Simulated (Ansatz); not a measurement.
AlClGa$_{2}$H$_{5}$N (`[AlH2][NH][Ga]([Cl])[GaH2]`) at its PBE0-D4/def2-TZVP geometry, where that method's forces vanish. Charge 0, multiplicity 1.

```csv
atom,x (Å),y (Å),z (Å)
Al1,-0.4447,0.9755,-1.2839
N2,1.1002,0.1606,-1.1224
Ga3,1.1794,-0.8299,0.4696
Cl4,3.0547,-1.8631,0.7382
Ga5,-1.0129,-0.4331,1.5103
H6,-1.0277,1.9154,-2.4018
H7,-1.4307,0.6691,-0.0057
H8,1.8743,0.1893,-1.7711
H9,-2.1542,-1.4837,1.2796
H10,-1.1384,0.6999,2.5873
```

Question: For each bond, give half the difference of the two atoms' forces along it (eV/Å; positive pushes the atoms apart) under PBE-D4, r2SCAN-D4, B3LYP-D4, ωB97M-V in def2-TZVPP. (Best estimate.)

Answer: Ansatz gave: 
```tsv
bond	length (Å)	PBE-D4	r2SCAN-D4	B3LYP-D4	ωB97M-V
Al1–N2	1.754	0.12	0.05	0.08	0.10
Al1–H6	1.573	-0.02	-0.05	-0.17	-0.19
Al1–H7	1.643	0.02	0.01	-0.07	-0.07
N2–Ga3	1.877	0.17	0.04	0.18	0.03
N2–H8	1.010	0.16	0.02	-0.05	-0.03
Ga3–Cl4	2.158	0.17	0.03	0.16	0.04
Ga3–Ga5	2.459	-0.13	-0.06	-0.02	-0.02
Ga5–H9	1.568	0.04	-0.06	-0.04	-0.09
Ga5–H10	1.568	0.04	-0.06	-0.04	-0.09
```

B3LYP here is the variant with VWN-RPA as its local correlation; programs differ in this.
